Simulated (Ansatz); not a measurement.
Ansatz (an electronic-structure program) input (B3LYP-D3(BJ)/def2-TZVP):

Ansatz 0.2 input:
```yaml
crystal:
  periodic: [false, false, false]
  atoms:
    - {symbol: C, position_ang: [2.54096176, -0.11289733, -0.31812354]}
    - {symbol: C, position_ang: [1.22999687, -0.80040245, -0.15846816]}
    - {symbol: C, position_ang: [0.00663123, -0.17421371, -0.01904957]}
    - {symbol: C, position_ang: [-0.09975322, 1.32679157, -0.02593605]}
    - {symbol: C, position_ang: [-1.14922849, -0.91706507, 0.14098617]}
    - {symbol: C, position_ang: [-2.50225374, -0.32532321, 0.31109106]}
    - {symbol: H, position_ang: [3.34959341, -0.83814225, -0.35418925]}
    - {symbol: H, position_ang: [2.57132413, 0.47431252, -1.23932966]}
    - {symbol: H, position_ang: [2.73242661, 0.57238719, 0.51021808]}
    - {symbol: H, position_ang: [1.24436805, -1.88023852, -0.14952338]}
    - {symbol: H, position_ang: [-0.85746336, 1.64742807, -0.73878226]}
    - {symbol: H, position_ang: [0.84264556, 1.79314942, -0.29157938]}
    - {symbol: H, position_ang: [-0.39680303, 1.68597947, 0.95914616]}
    - {symbol: H, position_ang: [-1.07329067, -1.99378200, 0.14115931]}
    - {symbol: H, position_ang: [-2.81084283, 0.21500038, -0.58814033]}
    - {symbol: H, position_ang: [-2.51579326, 0.39459078, 1.13197278]}
    - {symbol: H, position_ang: [-3.24070679, -1.09638750, 0.51368347]}
basis:
  gaussian:
    orbitals: def2-TZVP
hamiltonian:
  xc: b3lyp
  dispersion: d3bj
magnetization: {spin_polarized: true, initial_magnetization: 1}
relax: {f_tol: 0.002, max_steps: 150}
```

End of the output:

```
reference -6402.91715166 eV, -235.3028652704 hartree; 24, 23 occupied and 228, 229 virtual orbitals, 1564 factors
relax step  20: F+E_penalty+E_count = -6403.53233491 eV  Δ(F+E_penalty+E_count) = -1.662e-6 eV  max|allowed force component| = 1.144e-3 eV/Å  Δτ_max = 0.0041 Å  (35 SCF iters, accepted)
integrals: 0.19 GiB planned
1564 factors; their error is unknown
0.35 GiB of the device are held for the grids
1.51 GiB of device memory are held for the factors and their scratch space
mean field: 1.77 GiB planned
mean field evaluation 160: about -6402.9168 eV, gradient 6.6e-3 eV
mean field -6402.91682153 eV, -235.3028531384 hartree, gradient 1.9e-5 eV, S^2 0.777594; 1 other end points of the search recorded, 0 dependent functions left out
the calculation of the forces begins
reference -6402.91715166 eV, -235.3028652704 hartree; 24, 23 occupied and 228, 229 virtual orbitals, 1564 factors
Total energy: -6403.53266504 eV, -235.3254849699 hartree
Atom 0 at     2.554371    -0.119265    -0.325361 Å, force    -0.000178    -0.000176     0.000340 eV/Å
Atom 1 at     1.233419    -0.800443    -0.160283 Å, force     0.000172     0.000032     0.000799 eV/Å
Atom 2 at     0.006560    -0.170649    -0.010672 Å, force    -0.000843    -0.000357    -0.001047 eV/Å
Atom 3 at    -0.090023     1.337226    -0.005865 Å, force    -0.000189     0.001004     0.001144 eV/Å
Atom 4 at    -1.156511    -0.916890     0.143014 Å, force     0.000880     0.000149     0.000972 eV/Å
Atom 5 at    -2.523286    -0.337991     0.302633 Å, force    -0.000527     0.000455    -0.000440 eV/Å
Atom 6 at     3.362038    -0.848433    -0.383307 Å, force     0.000122    -0.000096     0.000073 eV/Å
Atom 7 at     2.598084     0.487461    -1.237100 Å, force     0.000040     0.000068    -0.000432 eV/Å
Atom 8 at     2.781315     0.555114     0.507319 Å, force    -0.000061     0.000171    -0.000097 eV/Å
Atom 9 at     1.233304    -1.884950    -0.155801 Å, force    -0.000090     0.000078    -0.000488 eV/Å
Atom 10 at    -0.835135     1.684881    -0.724475 Å, force     0.000212    -0.000841     0.000301 eV/Å
Atom 11 at     0.857618     1.810050    -0.252956 Å, force    -0.000359    -0.000357     0.000274 eV/Å
Atom 12 at    -0.399479     1.706139     0.975694 Å, force     0.000572     0.000269    -0.001001 eV/Å
Atom 13 at    -1.065570    -1.997184     0.128341 Å, force    -0.000223     0.000111    -0.000398 eV/Å
Atom 14 at    -2.889724     0.114808    -0.628067 Å, force    -0.000006    -0.000200     0.000326 eV/Å
Atom 15 at    -2.551236     0.453259     1.058334 Å, force     0.000248    -0.000255    -0.000213 eV/Å
Atom 16 at    -3.243934    -1.101946     0.593686 Å, force     0.000230    -0.000057    -0.000114 eV/Å
Dipole moment:    -0.005452     0.072786    -0.002001 e Å
```

It need not be the lowest isomer of its formula.
